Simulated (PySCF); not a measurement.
Ge(OH)3(nPr), SMILES CC[CH2][Ge]([OH])([OH])[OH] (GFN2-xTB optimised geometry):

```
17

C     -1.773    -2.956    -2.599
C     -1.133    -2.217    -1.430
C     -1.365    -0.716    -1.533
Ge    -0.594     0.301     0.000
O     -1.067    -0.350     1.557
O      1.158     0.301     0.000
O     -1.091     1.984     0.000
H     -2.847    -2.785    -2.618
H     -1.596    -4.026    -2.516
H     -1.355    -2.611    -3.543
H     -0.059    -2.418    -1.416
H     -1.549    -2.587    -0.491
H     -2.433    -0.502    -1.573
H     -0.920    -0.331    -2.450
H     -1.826     0.078     1.947
H      1.549    -0.311     0.619
H     -0.447     2.587    -0.364
```

Calculation: PBE0/def2-SVP run with PySCF.

Question: What are the frontier orbital energies and the dipole moment?

Answer: HOMO-2 -8.60 eV, HOMO-1 -8.55 eV, HOMO -7.84 eV, LUMO 0.81 eV, LUMO+1 1.91 eV; dipole moment 0.99 D.

On the same geometry PBE/def2-SVP (PySCF 2.14.0) gives HOMO-2 -6.70 eV, HOMO-1 -6.65 eV, HOMO -6.33 eV, LUMO -0.15 eV, LUMO+1 0.99 eV; dipole moment 0.86 D.

Meta-Löwdin charges at PBE0/def2-SVP: C1 -0.30, C2 -0.16, C3 -0.39, Ge4 1.28, O5 -0.70, O6 -0.70, O7 -0.70, H8 0.10, H9 0.10, H10 0.10, H11 0.09, H12 0.09, H13 0.11, H14 0.11, H15 0.33, H16 0.33, H17 0.33.
